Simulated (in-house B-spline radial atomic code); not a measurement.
Ionising Sb²⁺ with different functionals

Computed with an all-electron radial atomic-structure program (B-spline basis): scalar-relativistic (spin-free X2C) Hamiltonian, Fermi nucleus of rms radius 4.6802 fm, spin-polarised at highest spin, spherical fractional occupations for the functionals, and exact exchange of hybrids averaged over the configuration. The ionisation energy is the difference of two self-consistent energies, [Kr] 4d10 5s2 5p1 → [Kr] 4d10 5s2, without Breit or QED terms; ε is the level of the shell that loses the electron (its least bound occupied spin orbital). There is no spin-orbit coupling in this Hamiltonian.

```json
{"method": "PBE0", "rung": "global hybrid", "ΔSCF (eV)": "24.69", "-ε(5p) (eV)": "21.65"}
{"method": "B3LYP", "rung": "global hybrid", "ΔSCF (eV)": "?", "-ε(5p) (eV)": "?"}
{"method": "TPSSh", "rung": "global hybrid", "ΔSCF (eV)": "?", "-ε(5p) (eV)": "?"}
{"method": "BHandHLYP", "rung": "global hybrid", "ΔSCF (eV)": "24.72", "-ε(5p) (eV)": "22.66"}
{"method": "r2SCAN0", "rung": "global hybrid", "ΔSCF (eV)": "24.69", "-ε(5p) (eV)": "21.78"}
{"method": "B97-1", "rung": "global hybrid", "ΔSCF (eV)": "24.53", "-ε(5p) (eV)": "21.27"}
{"method": "HSE06", "rung": "range-separated hybrid", "ΔSCF (eV)": "24.73", "-ε(5p) (eV)": "21.25"}
{"method": "wB97X", "rung": "range-separated hybrid", "ΔSCF (eV)": "24.68", "-ε(5p) (eV)": "23.89"}
{"method": "CAM-B3LYP", "rung": "range-separated hybrid", "ΔSCF (eV)": "24.92", "-ε(5p) (eV)": "23.09"}
{"method": "LC-wPBE", "rung": "range-separated hybrid", "ΔSCF (eV)": "24.85", "-ε(5p) (eV)": "24.47"}
```

Problem. What does B3LYP give?

Solution. ΔSCF 24.84 eV, and -ε(5p) = 21.47 eV.

Problem. What does TPSSh give?

Solution. ΔSCF 24.55 eV, and -ε(5p) = 20.94 eV.

Problem. Among the functionals, which spreads more, the ΔSCF values or the orbital energies?

Solution. The orbital energies: ΔSCF values span about 0.39 eV and the orbital energies 3.53 eV; here energy differences depend much less on the functional than eigenvalues do.

Problem. How do they compare with the NIST value?

Solution. NIST lists 25.323 eV (measured, ground level to ground level). Errors run from -0.79 to -0.40 eV; CAM-B3LYP is closest (-0.40 eV), but part of that can be cancellation, since the calculations leave out spin-orbit coupling, Breit-QED terms, multiplet and fine-structure energies.
